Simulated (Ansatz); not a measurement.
ClMg, doublet, geometry from GFN2-xTB (such geometries of metal compounds can be far from the true shape) (the spin is typed, not shown lowest).

Input for Ansatz (a quantum-chemistry and plane-wave program):
Ansatz 0.2 input:
```yaml
crystal:
  periodic: [false, false, false]
  atoms:
    - {symbol: Mg, position_ang: [-0.00000000, -0.00000000, -1.26784659]}
    - {symbol: Cl, position_ang: [0.00000000, 0.00000000, 0.89495053]}
basis:
  gaussian:
    orbitals: STO-3G
hamiltonian:
  xc: pbe
magnetization: {spin_polarized: true, initial_magnetization: 1}
```

Q: What does this run give for the number of basis functions, <S^2>, total energy?

A: 
| Item | Result |
|---|---|
| number of basis functions | 18 |
| <S^2> | 0.750 |
| total energy | -652.4301 Eh |
